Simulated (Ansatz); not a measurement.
Basis sets compared for InP₂⁻. The state is a singlet with charge -1. Geometry r2SCAN-D4/def2-TZVPD. Ansatz on 4 threads of AMD EPYC 9R45 on a shared host; times are rough, and most runs start from earlier orbitals.

```xyz
3

In   -1.075    1.055    0.633
P     0.969   -0.639    0.603
P     0.106   -0.416   -1.236
```

In the def2 sets In takes a core potential; there is no spin–orbit coupling. At PBE-D4/def2-SVPD, PBE-D4/def2-TZVPD, PBE0-D4/def2-SVPD the highest occupied level of the charge -1 singlet lies above zero (up to 0.82 eV). By energy differences its removal costs 1.72 eV (vertical, to the charge 0 doublet, at CCSD(T)/def2-TZVPPD). The structure comes from a short search, and lower isomers may exist.

```tsv
level	functions	energy (Eh)	HOMO (eV)	LUMO (eV)	wall time
PBE-D4/def2-SVPD	80	-872.3983	0.82	1.47	0.3 s
PBE0-D4/def2-SVPD	80	-872.4447	0.01	2.25	0.45 s
```

Q: Estimate the rows for PBE-D4/def2-TZVPD, PBE0-D4/def2-TZVPD.

A: 
```csv
level,functions,energy (Eh),HOMO (eV),LUMO (eV),wall time
PBE-D4/def2-TZVPD,142,-872.6370,0.70,1.33,0.5 s
PBE0-D4/def2-TZVPD,142,-872.6803,-0.08,2.12,0.75 s
```
